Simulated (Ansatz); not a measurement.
System: methyl-bis(methylsulfanyl)borane, C3H9BS2, charge 0, multiplicity 1. 
Coordinates optimised at B3LYP-D3(BJ)/def2-TZVP (Ansatz, a first-principles code):
SMILES: CSB(C)SC
```xyz
15

C     -1.7216    -1.5657    -0.0358
S     -1.5907     0.1882     0.4412
B      0.0731     0.8242     0.2054
C      0.1939     2.3687     0.5264
S      1.6258     0.0961    -0.3299
C      1.4375    -1.6640    -0.7624
H     -1.0993    -2.1963     0.5920
H     -1.4763    -1.7123    -1.0834
H     -2.7645    -1.8346     0.1211
H     -0.5234     2.6951     1.2818
H     -0.0142     2.9427    -0.3821
H      1.1945     2.6493     0.8604
H      1.1204    -2.2511     0.0942
H      2.4269    -1.9975    -1.0694
H      0.7496    -1.7996    -1.5915
```
Charge 0, spin multiplicity 1.

Quantity: vertical ionisation energy (to the doublet state of charge +1; each state is the SCF solution reached for its spin; the UHF <S^2> is 0.90 for the doublet (pure: 0.75); for the doublet the Hartree-Fock reference is unstable and T1 is 0.020), in eV. Correlated levels leave the core frozen unless marked. Open shells are spin-unrestricted. No spin-orbit coupling. No relativistic terms.  The program attaches cautions to a run behind CCSD/aug-cc-pV(D+d)Z: other roots. The program attaches cautions to a run behind CCSD(T)/aug-cc-pV(D+d)Z: other roots.

| level | program | vertical ionisation energy (eV) |
|---|---|---|
| HF/aug-cc-pV(T+d)Z | Ansatz | 8.15 |
| HF/aug-cc-pV(Q+d)Z | Ansatz | 8.15 |
| PBE/def2-TZVPD | Ansatz | 8.39 |
| r2SCAN/def2-TZVPD | Ansatz | 8.51 |
| PBE0/def2-TZVPD | Ansatz | 8.64 |
| B2PLYP/def2-TZVPD | Ansatz | 8.71 |
| RI-MP2/aug-cc-pV(T+d)Z | Ansatz | 9.19 |
| CCSD/aug-cc-pV(D+d)Z | Ansatz | 8.78 |
| CCSD(T)/aug-cc-pV(D+d)Z | Ansatz | 8.75 |
